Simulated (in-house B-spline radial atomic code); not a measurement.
A fraction x of an electron is removed from 3d in Mn3+, starting from [Ar] 3d4 and keeping the highest spin. Level of theory: non-relativistic r2SCAN, spin-polarised, spherical fractional occupations, point nucleus; calculated with a radial B-spline atomic code at the basis-set limit.

```
   x  E(x) - E(0) (eV)  3d up level (eV)
   0            0.0000           -43.418
0.02            0.8720           -43.784
0.24           10.9522           -47.871
0.29           13.3693           -48.815
0.42           19.8760           -51.294
 0.5           24.0411           -52.837
 0.6           29.4221           -54.785
0.71           35.5674           -56.952
0.75           37.8614           -57.746
0.96           50.4297           -61.967
   1           52.9246           -62.781
```

The exact functional would give a straight line between the two integer points. Deviations E(x) - E(0) - x[E(1) - E(0)], in eV: -0.186 at x = 0.02, -1.75 at x = 0.24, -1.979 at x = 0.29, -2.352 at x = 0.42, -2.421 at x = 0.5, -2.333 at x = 0.6, -2.009 at x = 0.71, -1.832 at x = 0.75, -0.378 at x = 0.96.

The curve lies below the straight line by up to 2.421 eV (at x = 0.5): convex, the delocalisation error that favours fractional charges.

Q: How well does Slater's transition state (minus the level at half occupation) give the ionisation energy?

A: It gives 52.837 eV against 52.925 eV from the two total energies; NIST lists 51.21 eV, ground level to ground level.
